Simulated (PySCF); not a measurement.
## Vertical excitation energies

Compound: C2H8Ge.
Z-matrix (Å and degrees, PBE0-D3(BJ)/def2-SVP geometry), rows numbered from 1:
```
C 
Ge  1  1.9632
C   2  1.9550  1  110.68
H   1  1.0990  2  110.93  3   128.53
H   1  1.0999  2  110.27  3     8.61
H   1  1.0991  2  110.80  3  -111.21
H   2  1.5442  1  109.97  3  -120.88
H   2  1.5442  1  109.95  3   120.89
H   3  1.0994  2  110.94  1   178.93
H   3  1.1001  2  110.23  1   -60.96
H   3  1.1001  2  110.35  1    58.74
```

The calculation used PySCF, TDDFT B3LYP/def2-SVPD, vertical, gas phase, core orbitals frozen in the response. The B3LYP/def2-SVPD calculation is non-relativistic and has no spin–orbit coupling, an omission that weighs most on germanium.

List the vertical singlet excitations with oscillator strengths and describe the spectrum.

| state | λ (nm) | E (eV) | f | main configurations (H = HOMO, L = LUMO) |
| --- | --- | --- | --- | --- |
| S1 | 162.6 | 7.63 | 0.031 | H→L (99%) |
| S2 | 157.3 | 7.88 | 0.0006 | H-1→L (99%) |
| S3 | 155.6 | 7.97 | 0.045 | H-2→L (98%) |
| S4 | 153.5 | 8.08 | 0.038 | H→L+1 (97%) |
| S5 | 151.2 | 8.20 | 0.064 | H-1→L+1 (89%) |
| S6 | 150.2 | 8.25 | 0.0002 | H-2→L+1 (97%) |
| S7 | 146.5 | 8.46 | 0.252 | H→L+2 (90%) |
| S8 | 144.8 | 8.56 | 0.249 | H-1→L+2 (95%) |
| S9 | 144.0 | 8.61 | 0.078 | H-2→L+2 (92%) |
| S10 | 140.6 | 8.82 | 0.0018 | H→L+4 (71%), H→L+3 (26%) |

Triplets, Tamm–Dancoff:

```json
{"state": "T1", "E (eV)": "7.44", "λ (nm)": "166.7", "main configurations (H = HOMO, L = LUMO)": "H→L (87%)"}
{"state": "T2", "E (eV)": "7.55", "λ (nm)": "164.3", "main configurations (H = HOMO, L = LUMO)": "H-1→L (68%), H→L+1 (23%)"}
{"state": "T3", "E (eV)": "7.59", "λ (nm)": "163.3", "main configurations (H = HOMO, L = LUMO)": "H-2→L (77%), H-2→L+2 (9%)"}
{"state": "T4", "E (eV)": "7.69", "λ (nm)": "161.2", "main configurations (H = HOMO, L = LUMO)": "H→L+1 (57%), H-1→L (20%), H-1→L+2 (12%)"}
```

The lowest singlet comes at 163 nm (736 kJ/mol) in the vacuum ultraviolet; it is of moderate strength; its leading configuration is HOMO→LUMO (99%). The largest oscillator strength of a single state is 0.252. Löwdin shares by element: HOMO carbon 55%, germanium 23%, hydrogen 6% or more (atoms not listed hold the other 17%); LUMO germanium 37%, carbon 25%, hydrogen 5% or more (atoms not listed hold the other 32%). The listed states span 1.19 eV, and the widest gap between neighbours is 0.25 eV (S1 to S2). Of the 10 states listed, 7 reach f = 0.01 and 1 stays under 0.0005. Weighted by f, the mean energy of these states is 8.41 eV. All these states lie below the vertical ionisation energy of 10.64 eV (ΔSCF). The window holds the lowest 10 singlets.
